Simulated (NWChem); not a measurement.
A series in which one site is exchanged, each optimised at PBE0/def2-SVP with NWChem, gas phase unless a solvent is named. This build's default masses of Se (78.918 u) and Br (79.917 u) are each other's, which moves their modes by up to 0.6 %. Some are not confirmed as minima by frequencies. def2 effective core potentials on I; no spin-orbit coupling.

A: Cl[SeH] (HSeCl; site = H)
B: Cl[Se]Br (SeBrCl; site = Br)
C: I[Se]Cl (SeICl; site = I)
D: F[Se]Cl (SeClF; site = F)

Values for A:

```
Quantity                                              Result
----------------------------------------------------  ------
orbital gap (eV), PBE0/def2-SVP                         4.69
vertical ionisation energy, ΔSCF, PBE/def2-SVP (eV)     9.27
vertical ionisation energy, ΔSCF, PBE0/def2-SVP (eV)    9.53
lowest singlet excitation, PBE0/def2-SVPD, TDA (eV)     2.89
```

Q: How do these values change for the other members?

A: 
```csv
change from A,B,C,D
"orbital gap (eV), PBE0/def2-SVP",-0.66,-1.09,-0.01
"vertical ionisation energy, ΔSCF, PBE/def2-SVP (eV)",-0.46,-0.73,-0.06
"vertical ionisation energy, ΔSCF, PBE0/def2-SVP (eV)",-0.34,-0.61,+0.07
"lowest singlet excitation, PBE0/def2-SVPD, TDA (eV)",-0.41,-0.72,-0.01
```
